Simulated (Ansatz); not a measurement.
Ansatz (a quantum-chemistry and plane-wave program) input file for C7H7, SMILES Cc1cc[c]cc1, multiplicity 2, PBE/def2-SVPD. Geometry optimised at PBE0-D3(BJ)/def2-SVP. The isomer is the one that the SMILES or the coordinates give; other isomers of the formula were not compared.

Ansatz 0.2 input:
```yaml
crystal:
  periodic: [false, false, false]
  atoms:
    - {symbol: C, position_ang: [2.33707813, -0.16644778, 0.12972991]}
    - {symbol: C, position_ang: [0.84057810, -0.05478865, 0.05351638]}
    - {symbol: C, position_ang: [0.21319712, 1.19547237, -0.00316449]}
    - {symbol: C, position_ang: [-1.18138565, 1.30695517, -0.08847042]}
    - {symbol: C, position_ang: [-1.89519905, 0.13232213, -0.11274575]}
    - {symbol: C, position_ang: [-1.34853604, -1.13036597, -0.05893664]}
    - {symbol: C, position_ang: [0.04560401, -1.20997927, 0.02596279]}
    - {symbol: H, position_ang: [2.75283855, -0.58326240, -0.80203626]}
    - {symbol: H, position_ang: [2.80623903, 0.81370658, 0.29349355]}
    - {symbol: H, position_ang: [2.64897566, -0.83199442, 0.94934372]}
    - {symbol: H, position_ang: [0.82322149, 2.10365744, 0.02077546]}
    - {symbol: H, position_ang: [-1.66261751, 2.28772374, -0.13097646]}
    - {symbol: H, position_ang: [-1.96119339, -2.03569645, -0.07881926]}
    - {symbol: H, position_ang: [0.52451628, -2.19314233, 0.07286845]}
basis:
  gaussian:
    orbitals: def2-SVPD
hamiltonian:
  xc: {name: PBE}
magnetization: {spin_polarized: true, initial_magnetization: 1}
```

It prints:

```
WARN ansatz: RAYON_NUM_THREADS=2 ignored (pool sized by the plan → 2); use --threads N
Functional definition: PBE
integrals: 0.13 GiB planned
1631 factors; their error is unknown
mean field: 1.17 GiB planned
mean field evaluation 1: about -7343.9392 eV, gradient 4.8e1 eV
mean field evaluation 2: about -7328.2384 eV, gradient 7.2e1 eV
mean field evaluation 4: about -7355.8516 eV, gradient 9.4e0 eV
mean field evaluation 8: about -7356.3406 eV, gradient 1.6e-1 eV
mean field evaluation 16: about -7356.2213 eV, gradient 2.9e-3 eV
mean field -7356.22128753 eV, -270.3361460908 hartree, gradient 4.6e-5 eV, S^2 0.756518; 0 other end points of the search recorded, 0 dependent functions left out
reference -7356.22133969 eV, -270.3361480079 hartree; 25, 24 occupied and 171, 172 virtual orbitals, 1631 factors
Total energy: -7356.22133969 eV, -270.3361480079 hartree
```

Self-consistency was reached.

Cost: very roughly 7 core-seconds.
